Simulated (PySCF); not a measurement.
Radial density of V (vanadium, neutral)

BP86, [Ar] 3d5, high-spin 6S determinant (an excited configuration). Computed with PySCF 2.14 in aug-cc-pVDZ, with the non-relativistic Hamiltonian (point nucleus).

```csv
r (bohr),4πr²ρ (e/bohr),4πr²(ρα − ρβ)
0.00118,0.1360,0.0000
0.00199,0.3706,0.0000
0.00335,0.9854,0.0000
0.00563,2.510,0.0000
0.00947,5.955,-0.0001
0.0159,12.54,-0.0002
0.0268,21.66,-0.0004
0.0450,27.28,-0.0004
0.0758,23.11,0.0007
0.127,21.88,0.0139
0.214,29.63,0.1243
0.361,16.91,0.6621
0.607,9.619,1.8905
1.02,10.74,2.5728
1.72,3.201,1.6529
2.89,0.6467,0.6010
4.85,0.1778,0.1777
8.17,0.01427,0.0143
13.7,0.0001442,0.0001
```
